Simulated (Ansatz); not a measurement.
Ansatz results at the PBE0-D4/def2-TZVP geometry: HOMO–LUMO gap (PBE/def2-TZVPP) 5.42 eV; size of the dipole moment (B3LYP/def2-TZVPP) 3.80 D; HOMO–LUMO gap (ωB97M-V/def2-TZVPP) 11.35 eV.

Each molecule was computed in one conformer, which needn't be the lowest.

Which molecule gave them?
A. `[O]=[Ta]([Cl])([Cl])[Cl]`
B. `[NH2][Ta]([NH2])([OH])=[S]`
C. `[NH2][Ta](=[O])([OH])[OH]`
D. `[OH][Ta]([OH])([OH])=[S]`

C. The others give `[O]=[Ta]([Cl])([Cl])[Cl]`: 4.80, 1.66, 11.34; `[OH][Ta]([OH])([OH])=[S]`: 4.58, 0.61, 10.71; `[NH2][Ta]([NH2])([OH])=[S]`: 4.36, 3.31, 10.56.

B3LYP here is the variant with VWN-RPA as its local correlation; programs differ in this.
